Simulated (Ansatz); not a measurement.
This triplet lies 0.80 eV below the relaxed singlet at the level composite: frozen-core CCSD(T) with HF/cc-pVQZ and the correlation energy extrapolated as X^-3 from cc-pVTZ and cc-pVQZ, plus CCSDT(Q) minus CCSD(T) in cc-pVDZ // PBE0-D3(BJ)/def2-TZVP (Ansatz, a first-principles code).

Species: CH₃Al, SMILES `[CH][AlH2]` (lower triplet) (charge 0, multiplicity 3).

Task: Give a relaxed geometry from Ansatz with PBE0-D3(BJ)/def2-TZVP.

Result: Several could match; the one computed here: the end point of this relaxation, one of several conformers (outside a Z-matrix the atoms follow the SMILES, hydrogens last).
Cartesian coordinates (Å) in one orientation:
```xyz
5

C      1.221    -0.109    -0.039
Al    -0.660     0.060     0.022
H      2.298    -0.208    -0.076
H     -1.303     1.501     0.145
H     -1.556    -1.244    -0.052
```
